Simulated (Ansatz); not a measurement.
Ansatz (a quantum-chemistry and plane-wave program) input file for Zr(Cl)2(OH) (Cl₂HOZr), SMILES [OH][Zr]([Cl])[Cl] (connectivity only; charge and spin as stated), neutral, multiplicity 2, PBE-D3(BJ)/def2-SVP. 

Ansatz 0.2 input:
```yaml
crystal:
  periodic: [false, false, false]
  atoms:
    - {symbol: Zr, position_ang: [0.00000000, 0.00000000, 0.25005964]}
    - {symbol: Cl, position_ang: [0.00000000, 2.06063858, -0.88920258]}
    - {symbol: Cl, position_ang: [0.00000000, -2.06063858, -0.88920258]}
    - {symbol: O, position_ang: [0.00000000, -0.00000001, 2.14137877]}
    - {symbol: H, position_ang: [0.00000000, -0.00000000, 3.09947180]}
basis:
  gaussian:
    orbitals: def2-SVP
hamiltonian:
  xc: pbe
  dispersion: d3bj
magnetization: {spin_polarized: true, initial_magnetization: 1}
relax: {f_tol: 0.002, max_steps: 200}
```

Log of the run:

```
WARN ansatz: RAYON_NUM_THREADS=1 ignored (pool sized by the plan → 1); use --threads N
Functional definition: PBE
integrals: 0.03 GiB planned
869 factors; their error is unknown
mean field: 0.27 GiB planned
mean field evaluation 1: about -28366.4283 eV, gradient 4.2e1 eV
mean field evaluation 2: about -28263.8712 eV, gradient 1.4e2 eV
mean field evaluation 4: about -28371.3645 eV, gradient 1.6e1 eV
mean field evaluation 8: about -28372.9561 eV, gradient 6.5e-2 eV
mean field evaluation 16: about -28372.9214 eV, gradient 3.7e-5 eV
mean field -28372.92135793 eV, -1042.6856280472 hartree, gradient 1.9e-5 eV, S^2 0.752616; 1 other end points of the search recorded, 0 dependent functions left out
the calculation of the forces begins
reference -28372.92142827 eV, -1042.6856306321 hartree; 28, 27 occupied and 58, 59 virtual orbitals, 869 factors
relax step   1: F+E_penalty+E_count = -28373.03585233 eV  Δ(F+E_penalty+E_count) = +0.000e0 eV  max|allowed force component| = 5.520e-1 eV/Å  Δτ_max = 0.0000 Å  (39 SCF iters, accepted)
these checks for a lower state are left out or cut short: starts, cluster_reference, orbital_swaps, neighbouring_geometries, increment
integrals: 0.03 GiB planned
869 factors; their error is unknown
mean field: 0.27 GiB planned
mean field -28372.92628839 eV, -1042.6858092380 hartree, gradient 1.4e-5 eV, S^2 0.752665; 0 other end points of the search recorded, 0 dependent functions left out
the calculation of the forces begins
reference -28372.92635875 eV, -1042.6858118238 hartree; 28, 27 occupied and 58, 59 virtual orbitals, 869 factors
relax step   2: F+E_penalty+E_count = -28373.04037507 eV  Δ(F+E_penalty+E_count) = -4.523e-3 eV  max|allowed force component| = 1.176e-1 eV/Å  Δτ_max = 0.0126 Å  (35 SCF iters, accepted)
these checks for a lower state are left out or cut short: starts, cluster_reference, orbital_swaps, neighbouring_geometries, increment
integrals: 0.03 GiB planned
869 factors; their error is unknown
mean field: 0.27 GiB planned
mean field evaluation 32: about -28372.9609 eV, gradient 2.0e-1 eV
mean field -28372.92642842 eV, -1042.6858143841 hartree, gradient 1.8e-5 eV, S^2 0.752658; 0 other end points of the search recorded, 0 dependent functions left out
the calculation of the forces begins
reference -28372.92649876 eV, -1042.6858169690 hartree; 28, 27 occupied and 58, 59 virtual orbitals, 869 factors
relax step   3: F+E_penalty+E_count = -28373.04060160 eV  Δ(F+E_penalty+E_count) = -2.265e-4 eV  max|allowed force component| = 2.916e-3 eV/Å  Δτ_max = 0.0033 Å  (25 SCF iters, accepted)
these checks for a lower state are left out or cut short: starts, cluster_reference, orbital_swaps, neighbouring_geometries, increment
integrals: 0.03 GiB planned
869 factors; their error is unknown
mean field: 0.27 GiB planned
mean field -28372.92642478 eV, -1042.6858142505 hartree, gradient 2.7e-5 eV, S^2 0.752658; 0 other end points of the search recorded, 0 dependent functions left out
the calculation of the forces begins
reference -28372.92649512 eV, -1042.6858168353 hartree; 28, 27 occupied and 58, 59 virtual orbitals, 869 factors
relax step   4: F+E_penalty+E_count = -28373.04060506 eV  Δ(F+E_penalty+E_count) = -3.455e-6 eV  max|allowed force component| = 3.001e-3 eV/Å  Δτ_max = 0.0012 Å  (22 SCF iters, accepted)
these checks for a lower state are left out or cut short: starts, cluster_reference, orbital_swaps, neighbouring_geometries, increment
integrals: 0.03 GiB planned
869 factors; their error is unknown
mean field: 0.27 GiB planned
mean field -28372.92642278 eV, -1042.6858141768 hartree, gradient 1.8e-5 eV, S^2 0.752658; 0 other end points of the search recorded, 0 dependent functions left out
the calculation of the forces begins
reference -28372.92649312 eV, -1042.6858167617 hartree; 28, 27 occupied and 58, 59 virtual orbitals, 869 factors
relax step   5: F+E_penalty+E_count = -28373.04060537 eV  Δ(F+E_penalty+E_count) = -3.090e-7 eV  max|allowed force component| = 4.210e-4 eV/Å  Δτ_max = 0.0004 Å  (22 SCF iters, accepted)
integrals: 0.03 GiB planned
869 factors; their error is unknown
mean field: 0.27 GiB planned
mean field evaluation 64: about -28372.9264 eV, gradient 4.3e-4 eV
mean field -28372.92642278 eV, -1042.6858141768 hartree, gradient 1.8e-5 eV, S^2 0.752658; 2 other end points of the search recorded, 0 dependent functions left out
the calculation of the forces begins
reference -28372.92649312 eV, -1042.6858167617 hartree; 28, 27 occupied and 58, 59 virtual orbitals, 869 factors
Total energy: -28373.04067570 eV, -1042.6900128944 hartree
Atom 0 at    -0.000000     0.000000     0.245019 Å, force    -0.000000     0.000000    -0.000146 eV/Å
Atom 1 at     0.000000     2.064643    -0.896887 Å, force     0.000000    -0.000016     0.000003 eV/Å
Atom 2 at     0.000000    -2.064643    -0.896887 Å, force    -0.000000     0.000016     0.000003 eV/Å
Atom 3 at    -0.000000    -0.000000     2.146481 Å, force     0.000000    -0.000000     0.000421 eV/Å
Atom 4 at     0.000000    -0.000000     3.114778 Å, force    -0.000000     0.000000    -0.000281 eV/Å
Dipole moment:    -0.000000    -0.000000     0.631859 e Å
```

The run converged.

Cost: about 14 core-seconds (a rough figure).
